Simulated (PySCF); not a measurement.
Two-component Hartree-Fock for Cd³⁶⁺ (cadmium, charge +36)

Start: [Ne] 3s2. Calculated with PySCF 2.14 in an even-tempered Gaussian basis (18 s from 7 bohr⁻², ratio 2.4; 13 p from 9 bohr⁻², ratio 2.4; 4 d from 30 bohr⁻², ratio 2.6; 4 f from 45 bohr⁻², ratio 2.6): generalised Hartree-Fock with the X2C-1e Hamiltonian and a Gaussian nucleus; one run each with spin-orbit coupling (SO) switched off, then screened by Boettger's factors.

```json
{"spinor shell": "1s1/2", "electrons": "2", "ε, spin-free (eV)": "-29012.0", "ε, screened SO (eV)": "-29010.5", "weight of nominal j (screened SO)": "1.000", "rms radius, screened SO (bohr)": "0.0348"}
{"spinor shell": "2s1/2", "electrons": "2", "ε, spin-free (eV)": "-6112.1", "ε, screened SO (eV)": "-6111.7", "weight of nominal j (screened SO)": "1.000", "rms radius, screened SO (bohr)": "0.139"}
{"spinor shell": "2p1/2", "electrons": "2", "ε, spin-free (eV)": "-5703.1", "ε, screened SO (eV)": "-5841.3", "weight of nominal j (screened SO)": "1.000", "rms radius, screened SO (bohr)": "0.121"}
{"spinor shell": "2p3/2", "electrons": "4", "ε, spin-free (eV)": "-5703.1", "ε, screened SO (eV)": "-5640.0", "weight of nominal j (screened SO)": "1.000", "rms radius, screened SO (bohr)": "0.125"}
{"spinor shell": "3s1/2", "electrons": "2", "ε, spin-free (eV)": "-2420.9", "ε, screened SO (eV)": "-2420.9", "weight of nominal j (screened SO)": "1.000", "rms radius, screened SO (bohr)": "0.336"}
```

```
   quantity    spin-free  screened SO
E (hartree)  -4497.91875  -4498.86231
        M_J            0            0
       ⟨J²⟩        0.000        0.000
       ⟨L²⟩        0.000        0.005
       ⟨S²⟩        0.000        0.005
```

Breit and QED terms are absent; they matter most for the inner s and p1/2 levels.

Densities and radii are taken from the X2C orbitals without a picture-change correction, which distorts them close to the nucleus.

Without spin-orbit coupling the j labels of p, d and f shells carry no meaning; the spin-free column gives the mean over the occupied spinors of each nl shell.
